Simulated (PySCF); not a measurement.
Numbering as in the mapped SMILES `[F:1][C:2]([F:3])([F:4])[SiH2:5][PH2:6]` (H(Xn): hydrogen on atom n).

Geometry: PBE0-D3(BJ)/def2-SVP; GIAO shifts from PySCF, gas phase, non-relativistic, averaged over equivalent atoms.

At BP86/pcSseg-2 (286 basis functions, 44 s wall time on 1 thread of an Arm Neoverse V1, shared host):
| atoms | δ (ppm) |
| --- | --- |
| F1/F3/F4 | -80.4 |
| C2 | 144.4 |
| Si5 | -47.6 |
| P6 | -306.3 |
| H(Si5) | 4.74 |
| H(P6) | 1.76 |

Shifts are taken against calculated references (same method and geometry level): 19F (σref 143.94) against CFCl3; 13C (σref 179.17), 29Si (σref 322.05), 1H (σref 31.23) against TMS; H3PO4 for 31P (σref 280.27).

Estimate the result of repeating the calculation with PBE0/pcSseg-2.

Results:


| atoms | δ at PBE0/pcSseg-2 | change |
| --- | --- | --- |
| F1/F3/F4 | -68.5 | +11.9 |
| C2 | 139.0 | -5.4 |
| Si5 | -44.4 | +3.2 |
| P6 | -310.1 | -3.8 |
| H(Si5) | 4.62 | -0.12 |
| H(P6) | 1.78 | +0.02 |

References, each an isolated molecule treated in the same way: CFCl3 for 19F (σ = 175.81 ppm); 13C (σ = 184.13 ppm) and 29Si (σ = 341.29 ppm) and 1H (σ = 31.25 ppm) vs TMS; 31P (σ = 296.57 ppm) against H3PO4.

The largest change is at F1/F3/F4 (fluorine of a CF3 group). Cost: 286 basis functions, 37 s wall time on 1 thread of an Arm Neoverse V1, shared host.

Unscaled 19F shifts against computed CFCl3 carry errors that often reach 10 to 50 ppm. Experimental scales use liquid or dissolved standards, which lie at an offset from isolated H3PO4.
